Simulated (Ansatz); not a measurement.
Reaction (atomization): `C[Si](O)([SiH3])Cl` → C• + Cl• + 7 H• + O• + 2 Si•

Program: Ansatz. Geometries: PBE0-D4/def2-TZVP. ΔE: electronic, gas phase. CBS: MP2 limit from def2 TZ/QZ plus the TZ coupled-cluster correction, frozen cores. This one scheme is used for every species, atoms too. Functionals use def2-TZVPP. B3LYP here is the variant with VWN-RPA as its local correlation; programs differ in this. HSE06 is defined as in plane-wave codes. No spin–orbit coupling; open shells (•) take unrestricted orbitals. Spin–orbit coupling would lower the free atoms: a little for C, Cl, O, Si. Each species was taken in one conformer, which may not be the lowest.

| level | ΔE (kJ/mol) | difference from CCSD(T)/CBS |
| --- | --- | --- |
| BLYP-D4 | 4129.5 | -56.9 |
| B3LYP-D4 | 4158.6 | -27.8 |
| r2SCAN0-D4 | 4137.1 | -49.3 |
| BHLYP-D4 | 4081.0 | -105.4 |
| ωB97X-V | 4197.3 | 10.9 |
| ωB97M-V | 4185.6 | -0.8 |
| B2PLYP | 4113.3 | -73.1 |
| revPBE | 4026.6 | -159.8 |
| PBE0 | 4124.0 | -62.4 |
| HSE06 | 4127.7 | -58.7 |
| MP2/def2-SVP | 3910.5 | -275.9 |
| CCSD/def2-SVP | 3848.8 | -337.6 |
| SCS-MP2/def2-TZVPP | 4108.1 | -78.3 |
| MP2/def2-QZVPP | 4182.4 | -4.0 |
| MP2/CBS(def2) | 4229.2 | 42.8 |
| CCSD/CBS(def2) | 4135.5 | -50.9 |
| CCSD(T)/CBS | 4186.4 | 0 |

Largest T1 diagnostic among the species: 0.012.

In def2-TZVPP, CCSD(T) changes the Hartree–Fock value by +943.5 kJ/mol (the triples alone add +50.9 kJ/mol) and MP2 by +986.3 kJ/mol; breaking electron pairs costs correlation energy, which Hartree–Fock lacks. From r2SCAN to r2SCAN0 (25 % exact exchange), in def2-TZVPP and without D4, ΔE moves by −48.9 kJ/mol: exact exchange takes away binding that semilocal exchange gives to molecules. Leaving LDA and LC-ωPBE aside and taking each functional with its dispersion term where it has one, the values spread over 116.4 kJ/mol, from BHLYP-D4 to ωB97X-V. LDA lies +525.1 kJ/mol from PBE without D4, its usual overbinding.

For atomizations the MP2-based limit and the directly extrapolated one differ by several kJ/mol either way, and by 10 to 25 for some Ge, Se and Sn compounds, so smaller differences from it don't rank the levels.
